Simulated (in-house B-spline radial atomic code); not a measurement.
Checks on a self-consistent run for Sb⁴⁹⁺, 1s2. Level of theory: Dirac-Hartree-Fock, average of configuration, Fermi nucleus of rms radius 4.6802 fm; calculated with an all-electron radial atomic-structure program (B-spline basis).

```tsv
orbital	q	ε (Eh)	<1/r>	<r²>	small-component weight
1s1/2	2	-1315.40058	54.5716	0.00107663	0.035464
```

Electron-electron repulsion V_ee = 33.4051 hartree.

(1) What total energy follows from the eigenvalues?

(2) Does the Dirac virial theorem hold?

(3) What diamagnetic shielding (Lamb formula) and susceptibility (Langevin formula) do the radii give?

Results:

(1) The eigenvalues count the repulsion twice, so E = Σqε - V_ee = -2630.801 - 33.405 = -2664.206 hartree; the run printed -2664.206.

(2) For a point nucleus E = -2c²Σq·w, with w the small-component weight. Here Σq·w = 0.070928 and c = 137.0360, so the ratio E/(-2c²Σq·w) is 1.000111; the finite nucleus accounts for the departure from 1.

(3) σ = (α²/3)Σq<1/r> = 109.143/(3·137.036²) = 1937.3 ppm, and χ = -0.79199×10⁻⁶·Σq<r²> = -0.001705×10⁻⁶ cm³/mol with Σq<r²> = 0.0021533 bohr². Both are non-relativistic formulas without the paramagnetism of open shells; for so heavy an element the full relativistic shielding is larger by tens of per cent.
